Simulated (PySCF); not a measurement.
CH₅F₂NSi₂. Atoms are numbered in the order given.

```xyz
11

F     -3.2241     0.7713    -0.2683
Si    -2.0895     0.0130     0.6281
C     -0.3890     0.1973    -0.1934
N      0.5694    -0.3756     0.4277
Si     2.2681    -0.4773     0.0671
F      2.6648     0.3097    -1.3084
H     -2.0519     0.6401     1.9705
H     -2.4363    -1.4255     0.7107
H     -0.2347     0.7605    -1.1410
H      3.0008     0.1501     1.1882
H      2.6032    -1.9077    -0.1038
```

The structure is a stationary point at TPSSh-D3(BJ)/def2-SVP. The structure was generated by enumeration; whether it is a known compound was not checked. The values are those of a single conformer.

These are PBE/def2-TZVP (PySCF) values and carry that method's errors.

ESP charges are fitted to the potential on shells at 1.4 to 2.0 van der Waals radii. Atomic charges (e):

```
atom  Löwdin  meta-Löwdin  ESP fit
----  ------  -----------  -------
F1     -0.01        -0.49    -0.23
Si2     0.22         0.88     0.30
C3     -0.32        -0.16     0.28
N4      0.01        -0.43    -0.53
Si5     0.12         0.96     0.58
F6     -0.01        -0.49    -0.26
H7     -0.03        -0.09    -0.03
H8     -0.03        -0.09    -0.03
H9      0.12         0.10     0.05
H10    -0.03        -0.10    -0.06
H11    -0.03        -0.10    -0.06
```

Computed Mayer and Wiberg (Löwdin basis) orders of the bonds:
```json
[
 {"bond": "F1–Si2", "Mayer": "1.11", "Wiberg": "1.72"},
 {"bond": "Si2–C3", "Mayer": "0.94", "Wiberg": "1.11"},
 {"bond": "C3–N4", "Mayer": "1.77", "Wiberg": "2.31"},
 {"bond": "N4–Si5", "Mayer": "1.18", "Wiberg": "1.38"},
 {"bond": "Si5–F6", "Mayer": "1.10", "Wiberg": "1.72"},
 {"bond": "Si2–H7", "Mayer": "0.93", "Wiberg": "0.93"},
 {"bond": "Si2–H8", "Mayer": "0.93", "Wiberg": "0.93"},
 {"bond": "C3–H9", "Mayer": "0.90", "Wiberg": "0.87"},
 {"bond": "Si5–H10", "Mayer": "0.92", "Wiberg": "0.93"},
 {"bond": "Si5–H11", "Mayer": "0.92", "Wiberg": "0.93"}
]
```
